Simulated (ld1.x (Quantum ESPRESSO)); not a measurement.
phosphorus (P): one change to a TM semilocal potential, before and after

- Element: P (Z = 15)
- Generator: ld1.x (Quantum ESPRESSO) 7.5
- Type: norm-conserving Troullier–Martins (semilocal form)
- Functional: LDA (PZ)
- Relativity: non-relativistic
- Frozen core: [Ne]
- Valence charge: 5
- Reference configuration: 3s2 3p1 (charge +2)
- Partial waves: 3s (bound): rc 1.55 bohr; 3p (bound): rc 1.45 bohr
- Local potential: the p channel
- Core correction: none

Change: all radii scaled by about 1.34 (s 2.08, p 1.94 bohr).

Cutoffs: the cutoffs (Ry, on a coarse ladder) from which the occupation-weighted sum of valence levels, in a spherical-Bessel basis at the reference potential, stays within 10 and 1 mRy of its value at 400 Ry; they do not see the model core or the augmentation charge, which bear on the density cutoff. Errors are all-electron minus pseudo energies relative to the spin-unpolarised reference configuration.

Question: How do hardness, ghosts and transferability respond?

Answer: The potential gets softer (35 Ry and 50 Ry → 15 Ry and 35 Ry); of the 9 tests that both files solve, the error grows in 8 and shrinks in 0 by more than 15 % and 0.3 meV (median size 30.9 → 54.2 meV); neither file shows a bound ghost. A larger radius leaves more room for a smooth pseudo-wave, so fewer plane waves are needed. More of the atom is replaced by a form fitted at one configuration, so other configurations suffer. A semilocal file is local in each channel, so a ghost entry of none says nothing of the separable form that plane-wave codes build from it.

| quantity | base | changed |
| --- | --- | --- |
| cutoff, loose | 35 Ry | 15 Ry |
| cutoff, tight | 50 Ry | 35 Ry |
| loose cutoff by channel (10 mRy a level) | s 18 Ry, p 8 Ry | s 12 Ry, p 8 Ry |
| bound ghosts | none | none |
| error for 3s2 3p3, meV [ΔE -29.09 eV] | +39 | +60 |
| error for 3s2 3p2, meV [ΔE -19.26 eV] | +17 | +25 |
| error for 3s2 3p0, meV [ΔE 29.90 eV] | +40 | +58 |
| error for 3s2 3p3.3, meV [ΔE -30.43 eV] | +44 | +67 |
| error for 3s2 3p2.5, meV [ΔE -25.27 eV] | +29 | +44 |
| error for 3s1 3p3, meV [ΔE -10.29 eV] | +9.9 | +23 |
| error for 3s1 3p4, meV [ΔE -20.69 eV] | +27 | +54 |
| error for 3s2 3p1 (spin-polarised), meV [ΔE -0.27 eV] | +31 | +33 |
| error for 3s2 3p3 (spin-polarised), meV [ΔE -30.60 eV] | +162 | +190 |
